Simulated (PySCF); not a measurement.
Species: C3H7BPb.
Atom-mapped SMILES: `[BH2:1][PbH2:2][CH2:3][C:4]#[CH:5]` (hydrogens: H6, H7 on B1; H8, H9 on Pb2; H10, H11 on C3; H12 on C5)

A GFN2-xTB structure was refined with PySCF, PBE0-D3(BJ)/def2-SVP geometry optimisation, gas phase, def2 core potentials past Kr. Its GFN2-xTB values:

| coordinate | GFN2-xTB |
| --- | --- |
| B1–Pb2 | 2.261 Å |
| B1–H6 | 1.189 Å |
| B1–H7 | 1.169 Å |
| Pb2–C3 | 2.315 Å |
| Pb2–H8 | 1.757 Å |
| C3–C4 | 1.444 Å |
| C3–H10 | 1.105 Å |
| C4≡C5 | 1.184 Å |
| C5–H12 | 1.051 Å |
| B1–Pb2–C3 | 113.6° |
| Pb2–C3–C4 | 112.4° |
| C3–C4–C5 | 174.2° |

Task: How do these coordinates change at the PBE0-D3(BJ)/def2-SVP level?

Result: 
```json
{"coordinate": "B1–H7", "PBE0-D3(BJ)/def2-SVP (Å or °)": "1.206", "change": "+0.037"}
{"coordinate": "B1–Pb2", "PBE0-D3(BJ)/def2-SVP (Å or °)": "2.294", "change": "+0.033"}
{"coordinate": "C4≡C5", "PBE0-D3(BJ)/def2-SVP (Å or °)": "1.215", "change": "+0.031"}
{"coordinate": "Pb2–C3", "PBE0-D3(BJ)/def2-SVP (Å or °)": "2.287", "change": "-0.028"}
{"coordinate": "C5–H12", "PBE0-D3(BJ)/def2-SVP (Å or °)": "1.074", "change": "+0.023"}
{"coordinate": "B1–H6", "PBE0-D3(BJ)/def2-SVP (Å or °)": "1.205", "change": "+0.016"}
{"coordinate": "Pb2–H8", "PBE0-D3(BJ)/def2-SVP (Å or °)": "1.767", "change": "+0.010"}
{"coordinate": "C3–C4", "PBE0-D3(BJ)/def2-SVP (Å or °)": "1.438", "change": "-0.006"}
{"coordinate": "C3–H10", "PBE0-D3(BJ)/def2-SVP (Å or °)": "1.100", "change": "-0.005"}
{"coordinate": "B1–Pb2–C3", "PBE0-D3(BJ)/def2-SVP (Å or °)": "106.4", "change": "-7.2"}
{"coordinate": "C3–C4–C5", "PBE0-D3(BJ)/def2-SVP (Å or °)": "178.0", "change": "+3.8"}
{"coordinate": "Pb2–C3–C4", "PBE0-D3(BJ)/def2-SVP (Å or °)": "110.4", "change": "-2.0"}
```

The energy falls by 0.132 eV over 6 energy and gradient evaluations, the largest force component goes from 0.0577 to 2.1e-04 Eh/bohr, and the atoms move by 0.128 Å rms after alignment. The bond that changes most is B1–H7 (three-coordinate boron to B–H hydrogen), which lengthens by 0.037 Å. Bonds longer at the end by more than 0.005 Å: 8 of 11; shorter: 3. Rotational constants go from 4763, 1406, 1165 to 4648, 1443, 1191 MHz.

The run used 117 basis functions and 43 SCF cycles in all.

Whether it is a minimum is left open (no frequencies). One conformer, not necessarily the lowest.

Conformer computed: `[BH2:1][PbH2:2][CH2:3][C:4]#[CH:5]`: B1–Pb2–C3–C4 -46°.
